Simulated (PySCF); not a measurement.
FeH12O6, SMILES [OH2]->[Fe+2](<-[OH2])(<-[OH2])(<-[OH2])(<-[OH2])<-[OH2] (connectivity only; charge and spin as stated), charge +2, multiplicity 5.

Geometry: PBE-D3(BJ)/def2-SVP. The spin state was assumed, not searched. The isomer is the one that the SMILES or the coordinates give; other isomers of the formula were not compared.

Level of theory: PBE/def2-SVP (PySCF).

Gas-phase values at a fixed geometry.

The total energy comes out as -1720.58559 hartree. The point group is C2h and the α spin, highest occupied and lowest empty level comes out as -13.50 and -8.68 eV. The β spin, highest occupied and lowest empty level is -11.69 and -11.29 eV and the dipole moment about the centre of nuclear charge is 0.00 D. The mean static polarisability is 49.3 bohr³ (7.30 Å³) and the polarisability, principal values is 47.5, 49.2, 51.1 bohr³. The ⟨S²⟩ is 6.003 (pure state 6.00).
